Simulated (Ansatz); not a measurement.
Computed with Ansatz on PBE0-D4/def2-TZVP structures; ΔE is electronic, products minus reactants. CCSD(T)/CBS adds triple-zeta CCSD(T) − MP2 to the extrapolated MP2 energy (def2 sets, frozen cores). For Se, Zn outer-core shells are correlated without core-valence functions, which leaves a few kJ/mol of doubt a bond. Scalar relativity is left out up to krypton. One conformer a species, not always the lowest.

Reaction (substitution at a C–Zn bond): `C[CH2][Zn][F]` + `B[SeH]` → `B[Se]CC` + `[F][ZnH]`

```csv
level,ΔE (kJ/mol)
CCSD(T)/def2-TZVPP,6.3
HF/CBS(def2),5.8
```

Question: What does CCSD(T)/CBS give? (Estimate.)

Answer: Ansatz gave: +9.1 kJ/mol. The listed levels differ from it by -2.8, -3.3 kJ/mol.

Largest T1 diagnostic among the species: 0.018.

The D4 term adds −7.0 kJ/mol with B3LYP and −3.8 kJ/mol with PBE0; it sums over pairs of atoms, weighted by their polarisabilities, and B3LYP, whose exchange is more repulsive, gets the larger term.

B3LYP here is the variant with VWN-RPA as its local correlation; programs differ in this.
